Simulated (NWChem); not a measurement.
System: MoSOCl₂; SMILES [O]=[Mo]([Cl])([Cl])=[S]

NWChem input:

```
start job
memory heap 200 mb stack 900 mb global 1100 mb
geometry units angstroms noautoz
  Mo     0.032613     0.209163     0.000000
  O      0.122045     1.861555     0.000000
  S      2.002709    -0.513864     0.000000
  Cl    -1.001913    -0.478530    -1.878136
  Cl    -1.001913    -0.478530     1.878136
end
basis spherical
  Mo library def2-svp
  O library def2-svp
  S library def2-svp
  Cl library def2-svp
end
ecp
  Mo library def2-ecp
end
dft
  xc xcamb88 1.00 lyp 1.0 hfexch 1.00
  cam 0.33 cam_alpha 0.0 cam_beta 1.0
  iterations 150
  mulliken
end
task dft energy
```

All runs use the structure optimised with PBE0/def2-SVP. def2 effective core potentials on Mo; no spin-orbit coupling.

Problem. Predict the main results of this run. (LC-BLYP (range parameter 0.33 per bohr)/def2-SVP with def2 effective core potentials on Mo.) Quantities: energy (Ha); highest occupied level (eV); orbital gap (eV); dipole (D).

Solution. 
| Property | Result |
|---|---|
| energy (Ha) | -1460.76 |
| highest occupied level (eV) | -10.49 |
| orbital gap (eV) | 8.55 |
| dipole (D) | 0.74 |
